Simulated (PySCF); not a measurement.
Input of a run (PBE0-D3(BJ)/def2-SVP geometry optimisation, gas phase (PySCF 2.14.0)), started from GFN2-xTB:
```
{"job": {"xc": "PBE0", "basis": "def2-SVP", "d3": "d3bj", "grid": 1, "shake": 0.01, "kind": "geom"}, "charge": 0, "multiplicity": 1}
P      2.615210    -0.242010     0.663930
C      0.811630    -0.080330     0.250410
C      0.048090    -1.215280    -0.039080
C     -1.255250    -1.107750    -0.279170
C     -1.914810     0.119060    -0.238660
C     -1.178470     1.264430     0.067570
C      0.191620     1.157870     0.316640
H      3.008090     0.887950    -0.103940
H      2.896170    -1.106100    -0.344890
H      0.551980    -2.181130    -0.053130
H     -1.870150    -1.999800    -0.496100
H     -2.965850     0.205660    -0.413910
H     -1.686230     2.235250     0.100810
H      0.740820     2.047110     0.561760
```

Output (energies in Eh, forces in Eh/bohr):
```
step   0  E = -573.51641547  max force = 0.072316
step   1  E = -573.52362746  max force = 0.017130
step   2  E = -573.52405589  max force = 0.005642
step   3  E = -573.52387466  max force = 0.005657
step   4  E = -573.52413302  max force = 0.000869
step   5  E = -573.52413972  max force = 0.000245
optimisation converged
```

Q: Summarise the run.

A: The energy falls by 4.8 kcal/mol over 6 energy and gradient evaluations, the largest force component goes from 0.0723 to 2.4e-04 Eh/bohr, and the atoms move by 0.042 Å rms after alignment. The bond that changes most is P1–H9 (phosphine phosphorus to P–H hydrogen), which lengthens by 0.070 Å. Bonds longer at the end by more than 0.005 Å: 6 of 14; shorter: 2. Among the angles that change most is C5–C4–H11, from 116.9° to 120.1°. The energy rose by more than 1e-6 Eh at step 3. The first step brought 93 % of the lowering.

Q: What are the final bond lengths?

A: P1–C2 1.839 Å, C2–C3 1.401 Å, C3–C4 1.394 Å, C4–C5 1.394 Å, C5–C6 1.394 Å, C6–C7 1.393 Å, C2–C7 1.401 Å, P1–H8 1.428 Å, P1–H9 1.428 Å, C3–H10 1.094 Å, C4–H11 1.093 Å, C5–H12 1.092 Å, C6–H13 1.093 Å, C7–H14 1.094 Å. Numbering counts from 1 in the input's order; the species is `c1(P)ccccc1`.

The run used 137 basis functions and 42 SCF cycles in all. The run took 41 s of wall time on an Arm Neoverse V2 with one thread, no GPU, shared host with 96 logical CPUs at a one-minute load of 42, and the process peaked at 0.59 GiB of memory.

No PBE0-D3(BJ)/def2-SVP frequencies stand behind this structure, so it isn't proved a minimum. One conformer, not necessarily the lowest.

Conformer computed: `[PH2:1][c:2]1[cH:3][cH:4][cH:5][cH:6][cH:7]1`: H–P1–C2–C3 140°, H–P1–C2–C3 45°.
